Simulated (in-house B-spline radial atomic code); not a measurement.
**RPA and G0W0 on LDA exchange-only: the antimony ion Sb⁵⁺**

Configuration [Kr] 4d10, mean-field start LDA exchange-only. Computed with a B-spline radial code for spherical atoms: all electrons, scalar-relativistic (spin-free one-electron X2C), finite nucleus, each spin shell either full or empty, empty states to l = 9 with an (l + 1/2)⁻⁴ tail; G0W0 by contour deformation at full frequency.

Command:
```bash
python run_gw.py task.json out
```
Settings (radii: box in bohr, nucleus in fm):
```
Z                        51
electrons                46
configuration            [Kr] 4d10
hamiltonian              x2c
method                   lda,
lmax                     9
rms_radius               4.6802
spin_polarised           False
box_radius               10.43
intervals                67
```

Cost of the run: 4.6 s on 1 thread of Arm Neoverse N1 (shared host).

Energies (hartree):

```csv
term,value
mean-field total,-6464.43099
Hartree-Fock functional on these orbitals,-6472.70585
direct second order,-4.1322
second-order exchange,1.143
SOSEX correction,1.0728
```

Question: What is the RPA correlation energy, and what remains with SOSEX?

Answer: RPA gives -3.6746 hartree (-2.17 eV per electron); RPA + SOSEX gives -2.6018, and the second-order doubles -2.9892 hartree (no singles). RPA lacks exchange-type terms and so overcorrelates at short range.

Quasi-particle levels (eV):

```tsv
level	occupied	mean field	Σx - vxc	Σc	QP weight	G0W0
4d	yes	-87.93	-12.81	?	?	?
5s	no	-60.05	6.82	-2.23	0.978	-55.45
```

G0W0 = mean field + (Σx - vxc) + Σc, with Σc (partial-wave tail included) taken at the quasi-particle energy. Only the outer levels were computed. Levels of low weight are left out.

Question: Where does G0W0 put 4d?

Answer: At -100.38 eV, with Σc = 0.35 eV and a quasi-particle weight of 0.952. The tabulated removal energy is 99.51 ± 0.05 eV (NIST, measured); the calculation leaves out spin-orbit coupling, Breit and QED terms, and what these don't explain is the method's own error.
